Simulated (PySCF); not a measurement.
## State search for CaN

Unrestricted PBE0; basis Ca x2c-TZVPPall, N x2c-TZVPPall; spin-free X2C with a Gaussian nucleus; PySCF 2.14. Outer shells of the fragments: Ca 4s2; N 2s2 2p3.

Followed along the bond (rough minima from three points):

```csv
2Ms+1,unpaired,⟨S²⟩ at the start,R at minimum (Å),Te (eV)
4,"σ ↑, π ↑↑",3.76,2.25,0.00
2,π ↑,1.61,2.09,0.02
2,"σ ↓, π ↑↑",1.76,2.24,0.06
4,"σ ↑↑, π ↑",3.76,2.09,0.20
```

Solutions found at the starting distance of 2.245 Å, counted from the lowest of them; the search is not exhaustive and high or unbound solutions are not listed, so other states can lie among these:

| 2Ms+1 | unpaired | term | E (eV) | ⟨S²⟩ | ⟨Lz²⟩ | μ (D) |
| --- | --- | --- | --- | --- | --- | --- |
| 4 | σ ↑, π ↑↑ | ⁴Σ⁻ | 0.00 | 3.76 | 0.00 | -3.64 |
| 2 | σ ↓, π ↑↑ | mixed | 0.06 | 1.76 | 0.00 | -3.75 |
| 2 | π ↑ | mixed | 0.14 | 1.61 | 1.01 | -4.03 |
| 4 | σ ↑↑, π ↑ | ⁴Π | 0.31 | 3.76 | 1.02 | -3.51 |
| 4 | π ↑↑↑ | ⁴Π | 1.75 | 3.76 | 1.00 | -3.38 |
| 2 | σ ↑ | mixed | 2.07 | 0.75 | 2.01 | -3.59 |
| 4 | π ↑↑, δ ↑ | ⁴Δ | 2.35 | 3.76 | 4.00 | -6.83 |
| 2 | π ↑↑, δ ↓ | mixed | 2.36 | 1.81 | 4.00 | -6.44 |
| 2 | π ↑ | ²Π | 5.08 | 0.75 | 1.00 | 2.67 |

A term symbol is given only where ⟨S²⟩ and ⟨Lz²⟩ are close to those of a pure state; real π, δ and φ orbitals otherwise mix terms. A positive dipole means Ca(−)N(+).

Question: Compare the gap between the two lowest followed solutions at the starting distance with the gap between their minima.

Answer: At PBE0 the second solution (Ms = 0.5 of mixed spin, unpaired electrons π ↑) lies +0.14 eV from the first (quartet, unpaired electrons σ ↑, π ↑↑) at 2.245 Å and +0.02 eV at the minima; the two curves relax by different amounts, since their minima lie near 2.09 and 2.25 Å. A gap this small is a tie at this level.

Counting both spins, an empty level lies below a filled one in some of these solutions, because spin and occupation are held.
